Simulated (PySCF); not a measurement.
TlF: mean field, correlation and small terms against distance

State: ¹Σ⁺, singlet, closed shell. RHF-based CCSD(T) in PySCF 2.14 with Tl cc-pwCVDZ-PP with ECP60, F aug-cc-pVDZ and Tl cc-pwCVTZ-PP with ECP60, F aug-cc-pVTZ (frozen core orbitals: 5; scalar-relativistic core potentials). Correlation energies are extrapolated as n⁻³ (n = 2, 3), Hartree–Fock as (n+1)·exp(−9√n). CV is the change on freezing 4 orbitals instead, in Tl cc-pwCVTZ-PP with ECP60, F cc-pwCVTZ. All energies in eV from Tl + F.

| R (Å) | HF/CBS | CCSD corr. | (T) | CV | total |
| --- | --- | --- | --- | --- | --- |
| 1.8584 | -2.664 | -1.793 | -0.1852 | -0.0094 | -4.652 |
| 1.9429 | -3.033 | -1.798 | -0.1932 | -0.0083 | -5.033 |
| 2.0273 | -3.193 | -1.804 | -0.2004 | -0.0075 | -5.205 |
| 2.1118 | -3.215 | -1.809 | -0.2066 | -0.0070 | -5.237 |
| 2.1963 | -3.145 | -1.812 | -0.2118 | -0.0066 | -5.176 |
| 2.3019 | -2.980 | -1.814 | -0.2170 | -0.0062 | -5.017 |
| 2.4075 | -2.764 | -1.813 | -0.2206 | -0.0060 | -4.804 |

A fit to the total gives Re = 2.0935 Å, De = 5.240 eV, ωe = 469.8 cm⁻¹, Be = 0.2212 cm⁻¹ (masses 204.9744 and 18.9984 u).

Task: At R = 2.1118 Å the CCSD correlation energy is -0.536309 hartree in the smaller basis and -0.707586 in the larger. Extrapolate it.

Result: (3³·E3 − 2³·E2)/(3³ − 2³) = -0.77970 hartree; the larger basis holds 90.8 % of it.

The T1 diagnostic is 0.020. The open-shell atoms are computed with UHF. Spin–orbit coupling, excitations beyond (T) and corrections to the Born–Oppenheimer picture are left out, and spin–orbit coupling matters for open p, d or f shells this heavy.
